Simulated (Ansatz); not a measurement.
The lowest singlet and triplet of AlH (SMILES [AlH]); geometries from B3LYP-D3(BJ)/def2-TZVP, each state relaxed from the structure named, with no frequency check.
Singlet at the triplet's geometry (charge 0, multiplicity 1):
```json
[
 {"atom": "Al", "x (Å)": "0.0000", "y (Å)": "0.0000", "z (Å)": "-0.1147"},
 {"atom": "H", "x (Å)": "0.0000", "y (Å)": "0.0000", "z (Å)": "1.4914"}
]
```

A positive gap puts the triplet lower; no zero-point energy. R- takes a restricted singlet. U- takes an unrestricted singlet (broken symmetry where lower, unprojected). The triplet is unrestricted in single-reference levels.

Frozen-core correlation.

The values were computed with Ansatz (Gaussian orbitals). 

Question: Give the gap E(singlet) − E(triplet), vertical, at the triplet's geometry at the level R-B3LYP/def2-TZVPP.

Answer: -43.3 kcal/mol

Question: Give the gap E(singlet) − E(triplet), vertical, at the triplet's geometry at the level U-PBE/def2-TZVPP.

Answer: -38.5 kcal/mol

Question: What is the computed gap E(singlet) − E(triplet), vertical, at the triplet's geometry (FCI/cc-pV(Q+d)Z)?

Answer: -42.9 kcal/mol

Ansatz is an electronic-structure program.
